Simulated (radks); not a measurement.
Task: All-electron atom: Sm IV in [Xe] 4f5. Calculated with a radial shooting solver on a logarithmic mesh with Libxc functionals: non-relativistic Kohn-Sham, exchange-only PBE, spin-unpolarised, spherical densities, point nucleus; relativity is left out, which matters for an element this heavy. Some entries of the table are withheld. Estimate them.

| orbital | occ. | eigenvalue (Ry) | <r^2> (bohr^2) |
|---|---|---|---|
| 1s | 2 | -3239.613 | 0.0008008 |
| 2s | 2 | -513.6490 | 0.01278 |
| 2p | 6 | -487.8958 | 0.009522 |
| 3s | 2 | (1) | 0.08349 |
| 3p | 6 | -102.5245 | (2) |
| 3d | 10 | -81.37132 | (3) |
| 4s | 2 | -24.00480 | (4) |
| 4p | 6 | -19.62844 | 0.4468 |
| 4d | 10 | -11.86727 | 0.5153 |
| 5s | 2 | -4.71834 | 2.384 |
| 5p | 6 | -3.51140 | 2.969 |
| 4f | 5 | -2.56236 | 0.9634 |
| 5d | 0 | -1.77423 | 5.666 |
| 6s | 0 | -1.51899 | 12.49 |

Result: 
(1) 3s eigenvalue (Ry): -113.8789
(2) 3p <r^2> (bohr^2): 0.07841
(3) 3d <r^2> (bohr^2): 0.06311
(4) 4s <r^2> (bohr^2): 0.4217
